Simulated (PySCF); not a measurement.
Shapes and spin states of AuSBr

These are results of B3LYP/[Au def2-SVP with ECP60, S def2-SVP, Br def2-SVP], scalar-relativistic core potentials, density fitting, no spin–orbit coupling, PySCF, not measurements.

Relaxations began from a few typed shapes and spin states; open shells are unrestricted. The search is not exhaustive: other isomers or separated fragments can lie lower, and high-lying points may rest on an excited occupation.

```
                              spin  group                        bonds          angles  imaginary modes (cm⁻¹)  ΔE (kJ/mol)  ΔE with ZPE (kJ/mol)
                           triplet    C∞v  Au–Br 2.397 Å, Au–S 2.214 Å  Br–Au–S 180.0°                    none          0.0                   0.0
broken-symmetry Ms = 0 (⟨S²⟩ 1.01)    C∞v  Au–Br 2.398 Å, Au–S 2.210 Å  Br–Au–S 180.0°                    none         23.4                  23.4
```

The lowest minimum found is the triplet C∞v: Au–Br 2.397 Å, Au–S 2.214 Å; Br–Au–S 180.0°.

Formally Au is in oxidation state +3, d8, with 2 unpaired electrons (the high-spin count). The Mulliken spin on Au is 0.23, so most of the spin sits on the ligands and the formal count fails. The polar-tensor charge on Au, 0.24, is far below the formal one.

For the lowest minimum: other spin states or occupations of the open shell can lie lower. No spin–orbit coupling is included, which matters more the heavier the element.

The electron or spin density has lower symmetry than the nuclear frame for the broken-symmetry Ms = 0 (⟨S²⟩ 1.01) C∞v at 23.4 kJ/mol.
